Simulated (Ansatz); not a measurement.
The As1–As2 bond of As2 is stretched (multiplicity 1).


Correlated levels freeze the cores. Filled d and f shells under p-block atoms count as core.

Programs: Ansatz (Gaussian basis) for Hartree–Fock, density functionals and correlated methods. Values without a source in brackets are computed.

Natural occupations of CASSCF(10,8)/cc-pVTZ:

```tsv
R (Å)	occupations
2.104	1.994 1.987 1.969 1.899 1.899 0.108 0.108 0.035
3.682	2.000 1.998 1.390 1.102 1.102 0.898 0.898 0.611
8.417	2.000 2.000 1.001 1.000 1.000 1.000 1.000 0.999
```

Task: Count the electrons that have left the 5 most occupied orbitals, and the effectively unpaired electrons Σ min(n, 2 − n).

Result: 
- R = 2.104 Å: 0.25 electrons in the weakly occupied orbitals, 0.50 unpaired
- R = 3.682 Å: 2.41 electrons in the weakly occupied orbitals, 4.82 unpaired
- R = 8.417 Å: 3.00 electrons in the weakly occupied orbitals, 6.00 unpaired
Each bonding pair that breaks into one electron on either fragment adds two; pairs that stay whole add only the little that their own correlation moves into empty orbitals.

Ansatz is a program for electronic structure.
